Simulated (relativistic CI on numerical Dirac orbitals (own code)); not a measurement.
Cu¹⁸⁺: computed level list

Method of calculation: Dirac-Coulomb-Breit CI, KLI orbitals optimised for each configuration, a model potential for QED, unscaled Slater integrals (own radial code, finite nucleus).

Configuration list (outside the closed core [Ne]): 3s, 3p, 3d, 4s, 4p, 4d, 4f, 5s, 5p, 5d, 5f, 5g, 6s, 6p, 6d. Levels of other configurations are missing.

The lowest level is 3s 2S_1/2, with 100 % of that term; Hund's rules for 3s give 2S with J = 1/2, in agreement.

| No. | Configuration | Term | J | E (Ry) | % | Next component (%) | Lifetime (s) |
| --- | --- | --- | --- | --- | --- | --- | --- |
| 1 | 3s | 2S | 1/2 | 0.0000 | 100 |  |  |
| 2 | 3p | 2P° | 1/2 | 3.0091 | 100 |  | 1.25e-10 |
| 3 | 3p | 2P° | 3/2 | 3.3397 | 100 |  | 9.08e-11 |
| 4 | 3d | 2D | 3/2 | 7.4099 | 100 |  | 4.37e-11 |
| 5 | 3d | 2D | 5/2 | 7.4610 | 100 |  | 5.11e-11 |
| 6 | 4s | 2S | 1/2 | 23.0773 | 100 |  | 1.76e-12 |
| 7 | 4p | 2P° | 1/2 | 24.2839 | 100 |  | 1.89e-12 |
| 8 | 4p | 2P° | 3/2 | 24.4139 | 100 |  | 2.03e-12 |
| 9 | 4d | 2D | 3/2 | 25.9168 | 100 |  | 1.18e-12 |
| 10 | 4d | 2D | 5/2 | 25.9399 | 100 |  | 1.16e-12 |
| 11 | 4f | 2F° | 5/2 | 26.6118 | 100 |  | 5.05e-13 |
| 12 | 4f | 2F° | 7/2 | 26.6207 | 100 |  | 5.07e-13 |
| 13 | 5s | 2S | 1/2 | 33.0134 | 100 |  | 2.21e-12 |
| 14 | 5p | 2P° | 1/2 | 33.6116 | 100 |  | 2.30e-12 |
| 15 | 5p | 2P° | 3/2 | 33.6760 | 100 |  | 2.44e-12 |
| 16 | 5d | 2D | 3/2 | 34.4030 | 100 |  | 1.51e-12 |
| 17 | 5d | 2D | 5/2 | 34.4152 | 100 |  | 1.51e-12 |
| 18 | 5f | 2F° | 5/2 | 34.7525 | 100 |  | 9.29e-13 |
| 19 | 5f | 2F° | 7/2 | 34.7570 | 100 |  | 9.32e-13 |
| 20 | 5g | 2G | 7/2 | 34.7890 | 100 |  | 1.79e-12 |
| 21 | 5g | 2G | 9/2 | 34.7918 | 100 |  | 1.79e-12 |
| 22 | 6s | 2S | 1/2 | 38.1961 | 100 |  | 3.08e-12 |
| 23 | 6p | 2P° | 1/2 | 38.5348 | 100 |  | 3.14e-12 |
| 24 | 6p | 2P° | 3/2 | 38.5713 | 100 |  | 3.31e-12 |
| 25 | 6d | 2D | 3/2 | 38.9790 | 100 |  | 2.15e-12 |
| 26 | 6d | 2D | 5/2 | 38.9861 | 100 |  | 2.15e-12 |

Energies count from the lowest computed level; ° marks odd parity; lifetimes are radiative, by E1, M1, E2, M2 decay to levels of this space only.

The mean weight of the leading LS term, summed over parents, in these 26 levels is 100 %, and that of the leading jj configuration (from the same eigenvectors) 100 %.

At this charge energies of transitions that change n are usually good to better than 1 %, and those within a shell (Δn = 0) to a few per cent.
